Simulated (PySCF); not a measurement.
Species: C2H10BNSi.
Bonds: C1–B2, B2–C3, B2–Si4, Si4–N5. Hydrogens: H6, H7, H8 on C1; H9, H10, H11 on C3; H12, H13 on Si4; H14, H15 on N5.

Theory: PBE0-D3(BJ)/def2-SVP geometry optimisation, gas phase in PySCF 2.14.0.

(1) Give the optimised bond lengths and angles.

Results:

(1) 
```
                  bond  length (Å)
          C1–B2, B2–C3       1.565
                B2–Si4       2.030
                Si4–N5       1.746
         C1–H6, C3–H11       1.111
C1–H7 and 3 like bonds       1.101
      Si4–H12, Si4–H13       1.508
        N5–H14, N5–H15       1.015
```

Bonds in one row agree within 0.01 Å and their mean is given. A selection of angles:
```
      angle  degrees
   B2–C1–H6    104.0
   B2–C1–H7    114.4
   B2–C1–H8    115.6
   H6–C1–H7    106.2
   H7–C1–H8    109.9
   C1–B2–C3    120.8
  C1–B2–Si4    119.3
  H9–C3–H10    110.7
  B2–Si4–N5    110.8
 B2–Si4–H12    109.5
 N5–Si4–H12    106.8
 N5–Si4–H13    115.0
H12–Si4–H13    104.6
 Si4–N5–H14    117.3
 Si4–N5–H15    118.7
 H14–N5–H15    109.4
```

Dihedral angles: C1–B2–Si4–N5 -166° (antiperiplanar). The mirror-image conformer, all signs reversed, is as good.

N5 (silicon-bound nitrogen) is pyramidal (angles 118.7°, 117.3° and 109.4°, sum 345.4°, 0.27 Å off the plane of its three neighbours). Si4 (SiH2 silicon) is distorted tetrahedral (angles from 104.6° to 115.0°). B2 (three-coordinate boron) is planar (angles 120.8°, 119.8° and 119.3°, sum 360.0°, 0.01 Å off the plane of its three neighbours).

Point group: C1 (no symmetry element, even within 0.4 Å). Not checked by PBE0-D3(BJ)/def2-SVP frequencies. The numbers are those of one conformer (C1–B2–Si4–N5 -166°, B2–Si4–N5–H 53° and -172°).

On one thread, Arm Neoverse V1 (aarch64), no GPU, shared host with 32 logical CPUs at a one-minute load of 28, this took 63 s of wall time and 0.52 GiB of memory at its peak. This is the geometry optimisation.
